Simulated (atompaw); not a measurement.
# Plane-wave convergence, PAW (atompaw) potential for La

| Quantity | Value |
| --- | --- |
| Element | lanthanum (La) |
| Generator | atompaw 4.2.0.5 |
| Type | PAW |
| Functional | PBEsol |
| Relativity | scalar-relativistic |
| Frozen core | [Kr] 4d10 |
| Valence charge | 11 |
| Reference configuration | 4f0 5s2 5p6 5d1 6s1 6p0 (charge +1) |
| Partial waves | 5s (bound): rc 2.35 bohr; 6s (bound): rc 3.00 bohr; 5p (bound): rc 3.00 bohr; 6p (bound, empty): rc 2.55 bohr; 5d (bound): rc 3.00 bohr; 5d channel at 3.5 Ry: rc 3.00 bohr; 4f (bound, empty): rc 0.85 bohr; 4f channel at 0.95 Ry: rc 0.85 bohr |
| Local potential | troulliermartins scheme with l = 4 at -0.5 Ry, radius 2.20 bohr |
| Core correction | smooth core density matched at 1.55 bohr |
| Augmentation charge | besselshape compensation charge, radius 2.70 bohr; PAW radius 3.00 bohr; waves and projectors: custom rrkj vanderbiltortho |

The pseudo-atom Hamiltonian at the reference potential is diagonalised in spherical Bessel functions j_l(qr) that vanish at 20 bohr, with q² up to the cutoff. All-electron valence levels (Ry): 5s -3.2917, 6s -0.6154, 5p -2.0739, 6p -0.3957, 5d -0.6269, 4f -0.7517.

Q: How do the lowest levels (Ry) of each channel move with the cutoff, and are there ghosts?

A:

```csv
cutoff (Ry),s #1,s #2,s #3,s #4,p #1,p #2,p #3,d #1,d #2,f #1,f #2,Σ f·Δε (mRy)
8,-3.2885,-0.6082,-0.1932,-0.0487,-2.0720,-0.3789,-0.1248,-0.6173,-0.1600,-0.0911,0.0012,34.5
10,-3.2912,-0.6139,-0.1945,-0.0495,-2.0737,-0.3847,-0.1268,-0.6259,-0.1608,-0.0916,0.0001,5.3
12,-3.2915,-0.6152,-0.1947,-0.0497,-2.0737,-0.3897,-0.1285,-0.6267,-0.1608,-0.0922,-0.0008,2.0
15,-3.2916,-0.6153,-0.1947,-0.0497,-2.0739,-0.3943,-0.1302,-0.6267,-0.1608,-0.0929,-0.0022,0.9
18,-3.2917,-0.6153,-0.1949,-0.0499,-2.0739,-0.3954,-0.1305,-0.6269,-0.1609,-0.0934,-0.0032,0.4
21,-3.2917,-0.6154,-0.1959,-0.1062,-2.0739,-0.3957,-0.1306,-0.6269,-0.1609,-0.0940,-0.0042,0.3
400,-3.2917,-0.6168,-0.6154,-0.1946,-2.0739,-0.3957,-0.1306,-0.6269,-0.1609,-0.7515,-0.0858,0.0
```

Result: no extra level below or beside the all-electron valence levels (s, p, d, f tested); 10 mRy is reached at 10 Ry and 1 mRy at 15 Ry.

The cutoffs count occupied waves only; the empty 4f level needs 180 Ry at the loose tolerance.
